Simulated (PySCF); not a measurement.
Stepwise substitution at one centre (In F-Cl). All species are isolated molecules in the gas phase. Strings in code marks are SMILES.

Method: PBE0-D4/def2-TZVP run with PySCF 2.14.0. Delta-SCF ions had no search for a lower state. Excitations are Tamm–Dancoff values on a coarser integration grid. The basis has no diffuse functions, so Rydberg states are missing or too high.

```csv
species,S1 excitation (TDA) (eV),vertical ionisation energy (Delta-SCF) (eV),brightest of the four lowest singlets (TDA) (eV),S1–T1 gap (TDA) (eV),dipole moment (D)
0 of 3 F replaced by Cl,6.15,13.54,6.17,0.69,0.00
1 of 3 F replaced by Cl (`[F][In]([F])[Cl]`),5.28,12.40,6.20,0.45,1.20
2 of 3 F replaced by Cl (`[Cl][In]([Cl])[F]`),5.24,11.79,–,0.42,1.02
3 of 3 F replaced by Cl,5.18,11.42,5.38,0.35,0.00
```
